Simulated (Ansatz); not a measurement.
Basis-set extrapolation for `CCC#CCCC` (PBE0-D4/def2-TZVP geometry, frozen core, Ansatz). Multiplicity 1, RHF reference.

```tsv
	def2-TZVPP	def2-QZVPP
HF	-272.114968	-272.127235
MP2 correlation	-1.175054	-1.248472
CCSD(T) correlation	-1.289798	not run
```

Energies in hartree. Use E(X) = E(∞) + A·exp(−7.88·√X) for Hartree–Fock and E(X) = E(∞) + B·X^(−2.97) for correlation, with X = 3 and 4, and add CCSD(T) minus MP2 of the smaller set to the MP2 limit.

Problem. What is the CCSD(T) energy at the basis-set limit?

Solution. HF limit: -272.127235 + (-0.012267) × 0.13774 = -272.12892. MP2 limit: -1.248472 + (-0.073418) × 0.74074 = -1.30286. Higher-order term: -1.289798 − (-1.175054) = -0.11474. Total: -273.54652 hartree, 372.2 kJ/mol below CCSD(T)/def2-TZVPP.
